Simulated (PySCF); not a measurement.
Bonds: C1-C2, C2-F3, C2-C4, C4-C5, C5-C6, C6-N7, C6-C8, C8-C2. C1 carries H9, H10, H11; C4 carries H12, H13; C5 carries H14, H15; N7 carries H16; C8 carries H17, H18.

Non-relativistic Hamiltonian, rapidly exchanging positions averaged, a single conformation, gas phase. Geometry: GFN2-xTB; NMR shieldings at PBE0/pcSseg-1/GIAO; PySCF.

Scale: $^{13}$C and $^{1}$H vs TMS; $^{19}$F against CFCl3; $^{15}$N against NH3 (reference shieldings calculated alike).

| atoms | nucleus | count | δ (ppm) |
| --- | --- | --- | --- |
| H15 | $^{1}$H | 1 | ? |
| C1 | $^{13}$C | 1 | 28.3 |
| H16 | $^{1}$H | 1 | 10.57 |
| C6 | $^{13}$C | 1 | 190.5 |
| C8 | $^{13}$C | 1 | 51.3 |
| C4 | $^{13}$C | 1 | ? |
| H12 | $^{1}$H | 1 | ? |
| H14 | $^{1}$H | 1 | 2.04 |
| C5 | $^{13}$C | 1 | 39.3 |
| N7 | $^{15}$N | 1 | ? |
| H9/H10/H11 | $^{1}$H | 3 | 1.51 |
| F3 | $^{19}$F | 1 | -172.2 |
| H13 | $^{1}$H | 1 | ? |
| H17 | $^{1}$H | 1 | 3.03 |
| C2 | $^{13}$C | 1 | 103.6 |
| H18 | $^{1}$H | 1 | 2.45 |

Fill in the missing shifts.

Answers


- C4: 41.2 ppm, carbon bonded to 2 C, 2 H
- H15: 2.83 ppm, hydrogen on a carbon bonded to 2 C
- H13: 2.20 ppm, hydrogen on a carbon bonded to 2 C
- H12: 1.67 ppm, hydrogen on a carbon bonded to 2 C
- N7: 342.1 ppm, nitrogen bonded to C, H

The OH or NH signal is concentration- and solvent-dependent in practice; the value given is the gas-phase one. Shifts are as computed. Against solution values, carbons near 30 ppm lie about +3 ppm off and those near 130 ppm about +5 ppm. Of 1211 compounds with measured shifts, 218 miss one by over three times the rms of a fit or turn the order of signals round; such compounds aren't used in these exercises. Unscaled 19F shifts against computed CFCl3 carry errors that often reach 10 to 50 ppm. Experimental scales use liquid or dissolved standards, which lie at an offset from isolated NH3 (liquid NH3: subtract about 20 ppm). Unscaled 15N shifts of sp2 nitrogen come out 20 to 40 ppm too high even then.
